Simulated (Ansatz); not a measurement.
The molecule MnF, multiplicity 7 (the spin of the measured ground state). No spin–orbit coupling. Mn is treated without relativity.

| level | bond energy D_e (kcal/mol) |
|---|---|
| SVWN5/def2-TZVPP | 136.20 |
| PBE/def2-TZVPP | 120.80 |
| r2SCAN/def2-TZVPP | 121.09 |
| B97M-V/def2-TZVPP | 112.85 |
| B3LYP/def2-TZVPP | 105.73 |
| PBE0/def2-TZVPP | 110.91 |
| BHLYP/def2-TZVPP | 95.10 |
| CAM-B3LYP/def2-TZVPP | 108.38 |
| wB97X-V/def2-TZVPP | 109.22 |
| wB97M-V/def2-TZVPP | 103.43 |
| CCSD/def2-TZVPP | 100.90 |
| CCSD/def2-QZVPP | 105.73 |
| CCSD(T)/def2-TZVPP | 102.45 |
| CCSD(T)/def2-QZVPP | 107.66 |

The rows run from 95.10 (BHLYP/def2-TZVPP) to 136.20 kcal/mol (SVWN5/def2-TZVPP). From def2-TZVPP to def2-QZVPP CCSD(T) changes by 5.21. The 10 functionals in def2-TZVPP without D3 or D4 span 41.09, from BHLYP to SVWN5.

D_e counts from the fitted minimum to each atom's lowest state at the same level, without counterpoise.

Correlated levels freeze the inner cores; with def2 sets outer-core shells near the valence are correlated too.

Codes used: Ansatz (Gaussian basis) for Hartree–Fock, density functionals and correlated methods. Values without a source in brackets are computed.

Ansatz is a program for electronic structure.
